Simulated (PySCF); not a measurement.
# Worked example: entropy of an ideal gas

C₂H₅Zn, SMILES [CH2]([Zn+])C, charge +1.

The structure is a stationary point at PBE-D3(BJ)/def2-SVP. The multiplicity is an assumed one; other spin states were not compared. The isomer is the one that the SMILES or the coordinates give; other isomers of the formula were not compared.

PBE-D3(BJ)/def2-SVP run with PySCF gives the harmonic wavenumbers 213, 254, 408, 666, 876, 885, 1039, 1097, 1179, 1311, 1360, 1384, 1418, 2924, 3009, 3045, 3093, 3111 cm⁻¹ and the rotational temperatures 1.4735, 0.1775, 0.1656 K. The molar mass is 94.44 g/mol, the symmetry number 1, the spin multiplicity 1.

Question: Work out the entropy at 298.15 K and 1 atm in the rigid-rotor, harmonic-oscillator model.

Answer: 
Translation (Sackur–Tetrode at 1 atm): S = R[1.5 ln M + 2.5 ln T − 1.16487] = 165.5 J/(mol K).
Rotation: q = (√π/σ) T^1.5/√(θA θB θC) = 43800, S = R[ln q + 3/2] = 101.3 J/(mol K).
Vibration: with u = 1.4388 ν/T, each mode gives R[u/(e^u − 1) − ln(1 − e^−u)]:
| ν (cm⁻¹) | modes | u | S (J/(mol K)) |
|---|---|---|---|
| 213 | 1 | 1.03 | 8.44 |
| 254 | 1 | 1.23 | 7.12 |
| 408 | 1 | 1.97 | 3.91 |
| 666 | 1 | 3.21 | 1.46 |
| 876 | 1 | 4.23 | 0.64 |
| 885 | 1 | 4.27 | 0.62 |
| 1039 | 1 | 5.01 | 0.33 |
| 1097 | 1 | 5.29 | 0.26 |
| 1179 | 1 | 5.69 | 0.19 |
| 1311 | 1 | 6.33 | 0.11 |
| 1360 | 1 | 6.56 | 0.09 |
| 1384 | 1 | 6.68 | 0.08 |
| 1418 | 1 | 6.84 | 0.07 |
The stiffer modes add less than 0.005 each. Sum 23.3 J/(mol K).
Spin: R ln 1 = 0.0 J/(mol K).
Total 290.1 J/(mol K); the program's own thermochemistry gives 290.1. Translation makes up 57 % and vibration 8 %. Anharmonicity, hindered rotation and orbital degeneracy are left out.
